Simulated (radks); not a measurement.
Results of a calculation; reference values are marked as such.
Ionisation of the aluminium ion Al2+, [Ne] 3s1, to [Ne] as the strength of local exchange is varied. Level of theory: Dirac Kohn-Sham, Slater X-alpha exchange (alpha = 2/3 is LDA exchange), no correlation, spin-unpolarised, spherical densities, finite nucleus; Fermi nuclear charge, rms radius 3.061 fm (a radial shooting solver on a logarithmic mesh with Libxc functionals).

alpha,E(Al2+) (hartree),exchange (hartree),IE (eV),-e of the level emptied (eV),<r> of it (bohr)
0.667,-239.95940,-16.11607,27.352,22.787 (3s1/2),2.219
0.686,-240.41882,-16.60009,27.519,22.966 (3s1/2),2.212
0.727,-241.41256,-17.64925,27.883,23.355 (3s1/2),2.195
0.813,-243.50744,-19.87081,28.652,24.181 (3s1/2),2.162
0.847,-244.33955,-20.75689,28.958,24.511 (3s1/2),2.149
0.922,-246.18291,-22.72709,29.640,25.247 (3s1/2),2.122
0.961,-247.14570,-23.76008,29.998,25.634 (3s1/2),2.107
1.045,-249.22929,-26.00471,30.774,26.477 (3s1/2),2.078

NIST Atomic Spectra Database: 28.448 eV (measured). The Delta-SCF value meets it near alpha = 0.79. Spin polarisation and multiplet splitting are left out, so open shells lie too high by an amount that depends on their filling.

Beside tabulated values, note that spin-unpolarised runs miss the spin-polarisation part of the exchange energy of open shells.
